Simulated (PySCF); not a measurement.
## Carbon: a sound run and one with changed settings

Sound run: C⁺ [He] 2s2 2p1, C²⁺ [He] 2s2. Calculation: PySCF 2.14, in def2-TZVP; no relativity, point nucleus. In the sound run the correlated levels freeze 1s2. The sound run starts from symmetry-adapted Hartree-Fock orbitals and uses a fine grid where one is needed.

Changed run: initial guess 1e, at most 8 SCF cycles. This setting is unsound on purpose.

| species | method | sound run (hartree) | changed run (hartree) | converged |
| --- | --- | --- | --- | --- |
| C⁺ | UHF | -37.29554 | -37.29554 | yes |
| C⁺ | MN15 | -37.39382 | -37.39382 | yes |
| C⁺ | r2SCAN | -37.40425 | -37.40425 | yes |
| C⁺ | MP2 | -37.34547 | -37.34547 | yes |
| C⁺ | CCSD(T) | -37.37057 | -37.37057 | yes |
| C²⁺ | UHF | -36.40730 | -36.40730 | yes |
| C²⁺ | MN15 | -36.49622 | -36.49622 | yes |
| C²⁺ | r2SCAN | -36.48540 | -36.48540 | yes |
| C²⁺ | MP2 | -36.44981 | -36.44981 | yes |
| C²⁺ | CCSD(T) | -36.47998 | -36.47998 | yes |

Ionisation energy of C⁺:

```json
{"method": "UHF", "sound run (eV)": "24.170", "changed run (eV)": "24.170"}
{"method": "MN15", "sound run (eV)": "24.425", "changed run (eV)": "24.425"}
{"method": "r2SCAN", "sound run (eV)": "25.003", "changed run (eV)": "25.003"}
{"method": "MP2", "sound run (eV)": "24.372", "changed run (eV)": "24.372"}
{"method": "SCS-MP2", "sound run (eV)": "24.335", "changed run (eV)": "24.335"}
{"method": "CCSD", "sound run (eV)": "24.203", "changed run (eV)": "24.203"}
{"method": "CCSD(T)", "sound run (eV)": "24.234", "changed run (eV)": "24.234"}
```

Here the setting changes nothing at the digits shown.

For comparison, NIST gives 24.383 eV between the lowest levels.
